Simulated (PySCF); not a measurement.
# Atomic charges by several schemes

Species: C₆H₈OS.
Z-matrix (Å and degrees, PBE0-D3(BJ)/def2-SVP geometry), rows numbered from 1:
```
C 
O   1  1.3968
C   2  1.3986  1  113.83
C   3  1.5024  2  113.55  1   -66.48
C   4  1.3737  3  127.52  2   -55.83
C   5  1.4217  4  112.99  3   177.94
C   6  1.3712  5  112.50  4    -0.16
S   7  1.7151  6  111.41  5    -0.48
H   1  1.1062  2  112.24  3    61.94
H   1  1.1086  2  111.68  3   -59.51
H   1  1.0987  2  107.58  3  -178.54
H   3  1.1013  2  105.75  1   173.43
H   3  1.1095  2  111.12  1    57.42
H   5  1.0913  4  122.52  3    -1.55
H   6  1.0911  5  124.24  4   179.49
H   7  1.0893  6  128.25  5   179.15
```

Density: PBE0/pcSseg-1 (PySCF); schemes: Mulliken, IAO, Hirshfeld and ESP-fitted. One conformer (not necessarily the lowest) at the PBE0-D3(BJ)/def2-SVP geometry, without solvent, vibrations or thermal averaging.

Question: At which atom do the 4 schemes differ most?

Answer: At C4: from -0.522 (Mulliken) to -0.035 e (Hirshfeld), 0.487 e apart.

Question: For which atoms does the sign change between the 4 schemes (beyond +0.03 e in one, beyond −0.03 e in another)?

Answer: C3. Atomic charges aren't observables, and each scheme defines them in its own way.

Question: Which atoms carry the highest charge in the Mulliken, IAO, Hirshfeld and ESP-fitted schemes?

Answer: The schemes don't all agree: Mulliken S8 (+0.289); IAO S8 (+0.337); Hirshfeld S8 (+0.102); ESP-fitted H15 (+0.213).

Question: Give the atomic charges in each scheme.

Answer: In e:

```tsv
atom	environment	Mulliken	IAO	Hirshfeld	ESP-fitted
C1	methoxy carbon	-0.036	-0.198	-0.045	-0.219
O2	ether oxygen	-0.496	-0.382	-0.144	-0.272
C3	sp3 carbon bound to oxygen	+0.214	-0.054	-0.002	-0.072
C4	substituted aromatic carbon	-0.522	-0.185	-0.035	-0.084
C5	aromatic CH carbon	+0.009	-0.183	-0.072	-0.003
C6	aromatic CH carbon	-0.058	-0.180	-0.073	-0.369
C7	aromatic CH next to a ring sulfur	-0.280	-0.326	-0.088	-0.166
S8	thiophene-type sulfur	+0.289	+0.337	+0.102	+0.005
H9	methyl hydrogen	+0.111	+0.125	+0.026	+0.126
H10	methyl hydrogen	+0.086	+0.115	+0.032	+0.104
H11	methyl hydrogen	+0.123	+0.155	+0.050	+0.130
H12	methylene hydrogen	+0.139	+0.164	+0.050	+0.114
H13	methylene hydrogen	+0.096	+0.117	+0.032	+0.141
H14	aromatic hydrogen	+0.090	+0.163	+0.057	+0.147
H15	aromatic hydrogen	+0.102	+0.160	+0.055	+0.213
H16	aromatic hydrogen	+0.135	+0.172	+0.055	+0.204
```

Mean size of the charges over all atoms: IAO 0.188 e, Mulliken 0.174 e, ESP-fitted 0.148 e, Hirshfeld 0.057 e. Each set sums to the total charge, 0, to within 0.001 e. The IAO scheme projects the occupied orbitals on a minimal set of polarised atomic orbitals and counts the electrons in each atom's part of it.

Question: How closely do the schemes follow one another over all atoms?

Answer: Correlation coefficient and root-mean-square difference: IAO with Hirshfeld 0.98, 0.142 e; Hirshfeld with ESP-fitted 0.81, 0.126 e; IAO with ESP-fitted 0.81, 0.121 e; Mulliken with IAO 0.81, 0.136 e; Mulliken with Hirshfeld 0.78, 0.181 e; Mulliken with ESP-fitted 0.59, 0.189 e.

Question: Sum the charges by element, for elements with more than one atom.

Answer: 
```csv
element,atoms,Mulliken,IAO,Hirshfeld,ESP-fitted
C,6,-0.674,-1.125,-0.315,-0.912
H,8,+0.881,+1.170,+0.357,+1.180
```

Question: How many electrons does the ESP-fitted scheme count on C6?

Answer: Z − q = 6 − (-0.369) = 6.369.
